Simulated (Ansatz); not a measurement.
**Question.** Name a neutral molecule of Ga, N, O and H with size of the dipole moment (B3LYP/def2-TZVPP) between 3.20 and 3.50 D and LUMO energy (B3LYP/def2-TZVPP) between -0.65 and -0.35 eV (Ansatz, PBE0-D4/def2-TZVP geometry).

**Answer.** `[NH3+][Ga-]([OH])([OH])[OH]` (3.44 D, -0.47 eV). Other molecules can fit too; these were computed, each in one conformer that needn't be the lowest.

B3LYP here is the variant with VWN-RPA as its local correlation; programs differ in this.
